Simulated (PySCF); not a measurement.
SiBr2, SMILES Br[Si]Br (connectivity only; charge and spin as stated), neutral, multiplicity 1. Heavy atoms are numbered as in [Si:1]([Br:2])[Br:3].

The structure is a stationary point at PBE0-D3(BJ)/def2-TZVP. The isomer is the one that the SMILES or the coordinates give; other isomers of the formula were not compared.

Calculation: PBE0/def2-TZVPD (PySCF).

ESP charges are fitted to the potential on shells at 1.4 to 2.0 van der Waals radii. Atomic charges (e), one atom of each kind:

| atom | ESP fit | meta-Löwdin |
|---|---|---|
| Si1 | 0.14 | 0.42 |
| Br2 | -0.07 | -0.21 |
